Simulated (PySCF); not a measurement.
Species: C2H3ClGe.
Bonds: C1–C2 (triple), C2–Ge3, Ge3–Cl4. Hydrogens: H5 on C1; H6, H7 on Ge3.

Method: PBE0-D3(BJ)/def2-SVP geometry optimisation, gas phase (PySCF 2.14.0); density fitting, grid level 1; the optimiser is geomeTRIC in internal coordinates, started from a GFN2-xTB structure with every atom displaced at random (about 0.01 Å).

Step 3: E = -71136.4093 eV
```
atom  x, y, z in Å  |  force x, y, z in eV/Å
C1      1.7836    0.1745    0.9653   -0.320  -0.268  -0.179
C2      0.7233   -0.0988    0.4308    0.197   0.296   0.113
Ge3    -0.9649   -0.2297   -0.4132    0.020  -0.119   0.018
Cl4    -1.0196    1.2469   -1.9806    0.010   0.071  -0.047
H5      2.7291    0.3692    1.4315    0.137   0.055   0.073
H6     -2.0750    0.1097    0.5800   -0.044   0.015   0.044
H7     -1.1449   -1.5998   -1.0662   -0.001  -0.049  -0.023
```

Step 4: E = -71136.4179 eV
```
atom  x, y, z in Å  |  force x, y, z in eV/Å
C1      1.7891    0.1536    0.9681   -0.179  -0.057  -0.099
C2      0.7187   -0.0636    0.4321    0.090   0.136   0.042
Ge3    -0.9657   -0.2199   -0.4160   -0.003  -0.160   0.090
Cl4    -1.0388    1.2432   -1.9910    0.011   0.104  -0.085
H5      2.7351    0.3528    1.4343    0.098  -0.022   0.054
H6     -2.0831    0.1066    0.5768   -0.020   0.013   0.012
H7     -1.1236   -1.6006   -1.0568    0.005  -0.014  -0.014
```

Step 5: E = -71136.4226 eV
```
atom  x, y, z in Å  |  force x, y, z in eV/Å
C1      1.7911    0.1457    0.9685    0.004   0.055  -0.001
C2      0.7136   -0.0267    0.4333   -0.023   0.016  -0.014
Ge3    -0.9676   -0.2142   -0.4154   -0.007  -0.089   0.069
Cl4    -1.0543    1.2418   -2.0011    0.004   0.058  -0.048
H5      2.7430    0.3260    1.4358    0.015  -0.053   0.013
H6     -2.0939    0.1028    0.5730   -0.001   0.005  -0.010
H7     -1.1003   -1.6034   -1.0466    0.006   0.008  -0.008
```

Problem. Estimate the geometry and energy of step 6. (The exact step hangs on the optimiser's Hessian estimate; all steps are aligned on step 5, rigid shifts and turns removed.)

Solution. E = -71136.4244 eV, largest force 0.083 eV/Å
```
atom  x, y, z in Å  |  force x, y, z in eV/Å
C1      1.7915    0.1481    0.9680    0.057   0.054   0.028
C2      0.7099   -0.0013    0.4347   -0.042  -0.029  -0.015
Ge3    -0.9692   -0.2117   -0.4129   -0.002  -0.006   0.013
Cl4    -1.0642    1.2405   -2.0076    0.000   0.007  -0.001
H5      2.7491    0.3013    1.4357   -0.023  -0.037  -0.007
H6     -2.1028    0.1000    0.5691    0.006  -0.002  -0.013
H7     -1.0826   -1.6049   -1.0393    0.004   0.012  -0.004
```

The energy changes by -0.0019 eV. The first-order estimate −F·Δx gives -0.0022 eV and the mean of the old and new forces, exact on a quadratic surface, -0.0013 eV. The step makes an angle of 72° with the force vector and moves no atom by more than 0.026 Å.

The cost below is that of the whole optimisation. On one thread of an Arm Neoverse V1 (shared host), this took 37 s wall and 0.38 GiB of memory at its peak.
